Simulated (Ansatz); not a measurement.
The cluster Be4F6⁺. The state is a doublet with charge 1. Geometry r2SCAN-D4/def2-SVP, basis def2-TZVP, Ansatz.

```xyz
10

Be   -1.262   -1.588   -1.037
Be   -0.221   -1.131    1.465
Be    0.221    1.133   -1.478
Be    0.805    0.777    1.131
F     1.300   -0.722    1.256
F     0.210    1.760   -2.715
F    -1.013   -2.009    0.572
F     0.931    1.615   -0.087
F    -0.563    0.380    1.821
F    -0.407   -0.215   -0.928
```

| run | HOMO (eV) | LUMO (eV) |
| --- | --- | --- |
| A | -9.85 | -6.65 |
| B | -9.07 | -6.91 |
| C | -8.94 | -7.50 |
| D | -10.66 | -6.07 |
| E | -9.98 | -6.30 |
| F | -11.04 | -5.95 |

Another isomer (doublet) lies 0.39 eV lower at PBE0-D4/def2-TZVP; other spin states weren't run for this one.

HOMO and LUMO are taken over both spins.

The runs used BHLYP, CAM-B3LYP, PBE, PBE0, r2SCAN, r2SCAN0. Estimate which is which.

A PBE0 (25 % exact exchange); B r2SCAN (0 % exact exchange); C PBE (0 % exact exchange); D BHLYP (50 % exact exchange); E r2SCAN0 (25 % exact exchange); F CAM-B3LYP (range-separated). Exact exchange lowers occupied and raises empty levels; among semilocal functionals meta-GGAs tend to open the gap a little, and such runs are hard to tell apart. The gap grows from 1.44 eV (PBE) to 5.09 eV (CAM-B3LYP).
